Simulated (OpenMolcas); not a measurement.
Mn4+, Tc4+, Re4+: d3 down the group

```yaml
Program: OpenMolcas
Method: CASSCF
Basis: ANO-RCC-VQZP
Scalar_Hamiltonian: DKH2, point nucleus
Spin-orbit_coupling: RASSI with atomic mean-field integrals over the reference wave functions, term energies averaged over their components
```

Active space for each ion: 3 electrons in 5 orbitals (d).

Computed levels in cm-1 above 4F 3/2:

| Level | Mn4+ | Tc4+ | Re4+ |
| --- | --- | --- | --- |
| 4F 5/2 | 359 | 1004 | 4585 |
| 4F 7/2 | 850 | 2278 | 8876 |
| 4F 9/2 | 1459 | 3733 | 12331 |
| 4P 1/2 | 20586 | 14946 | 17056 |
| 4P 3/2 | 20736 | 15017 | 15267 |
| 2G 7/2 | 21100 | 16445 | 21258 |
| 4P 5/2 | 21162 | 16523 | 23139 |
| 2G 9/2 | 21603 | 17314 | 32804 |
| 2P 1/2 | 27795 | 21365 | 27953 |
| weight of 4F in the lowest level (%) | 100 | 99 | 89 |

Mixed levels, with the weight of the term that names them: Re4+ 4P 3/2 (54 %), Re4+ 2G 9/2 (55 %).

Measured, with the error of the calculation in %. Measured levels: Mn4+ from Corliss and Sugar, J. Phys. Chem. Ref. Data 6, 1253 (1977); Re4+ from the list in Brasseur, Gamrath and Quinet, At. Data Nucl. Data Tables 157, 101636 (2024).

```json
{"Level": "4F 5/2", "Mn4+": "359 (+0.1)", "Re4+": "4853 (-5.5)"}
{"Level": "4F 7/2", "Mn4+": "835 (+1.7)", "Re4+": "8973 (-1.1)"}
{"Level": "4F 9/2", "Mn4+": "1412 (+3.3)", "Re4+": "11914 (+3.5)"}
{"Level": "4P 1/2", "Mn4+": "16434 (+25.3)", "Re4+": "14325 (+19.1)"}
{"Level": "4P 3/2", "Mn4+": "16595 (+25.0)", "Re4+": ""}
{"Level": "2G 7/2", "Mn4+": "17892 (+17.9)", "Re4+": "19013 (+11.8)"}
{"Level": "4P 5/2", "Mn4+": "17049 (+24.1)", "Re4+": "20922 (+10.6)"}
{"Level": "2G 9/2", "Mn4+": "18399 (+17.4)", "Re4+": "30366 (+8.0)"}
{"Level": "2P 1/2", "Mn4+": "23082 (+20.4)", "Re4+": "23669 (+18.1)"}
```

The fine-structure level 4F 9/2 changes by a factor of 8.45 from Mn4+ to Re4+.

Without spin-orbit coupling 4P lies 20113, 13771, 12686 cm-1 above 4F in that order; the difference to the level 4P 1/2, of either sign, comes from spin-orbit coupling, which also lowers the zero.

Without dynamic correlation excited terms often stand tens of per cent too high (terms of higher spin than the ground term too low), and those without a measured partner can miss by more than the paired ones. Computed and measured levels are paired by configuration, term and J; levels that our copy of the source lacks, or whose pairing is in doubt (as where it misses far off the trend of its configuration), stay unpaired and out of the deviations. Only configurations of the active space appear.
